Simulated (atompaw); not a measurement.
# Which setting gave this result? (Fe, PAW (atompaw))

Base potential:

atompaw 4.2.0.5 input, output lines left out:

```
Fe 26
GGA-PBE scalarrelativistic loggrid 1500 logderivrange -4 5 226
4 4 3 0 0 0
4 0 0
4 1 0
3 2 6
0 0 0
c
c
c
v
c
c
v
v
2
2.55 1.90 2.25 1.65
y
-0.75
n
y
2.55
n
y
1.35
n
custom rrkj gramschmidtortho gaussian
bessel
2.55
2.55
2.55
2.55
0.85
0.85
```

Cutoffs, loose and tight: the cutoffs (Ry, on a coarse ladder) from which the occupation-weighted sum of valence levels, in a spherical-Bessel basis at the reference potential, stays within 10 and 1 mRy of its value at 400 Ry. They see the waves, projectors and local potential, not the compensation charge or the core.

Only the scale of all radii (base = 1) is moved (2 further runs of the sweep failed or gave no value and are left out):

```
scale of all radii (base = 1)  cutoff, loose  cutoff, tight  bound ghosts
                         0.91         180 Ry         300 Ry          none
                         1.01         140 Ry         260 Ry          none
                         1.21         100 Ry         180 Ry          none
                         1.29          90 Ry         160 Ry          none
```

Problem. One more run gave cutoff, loose: 140 Ry; cutoff, tight: 230 Ry; bound ghosts: none. Which value of the scale of all radii (base = 1) was used?

Solution. 1.08. The tight cutoff moves one way along this sweep, from 300 Ry at 0.91 to 160 Ry at 1.29, which places the run between 1.01 and 1.21.
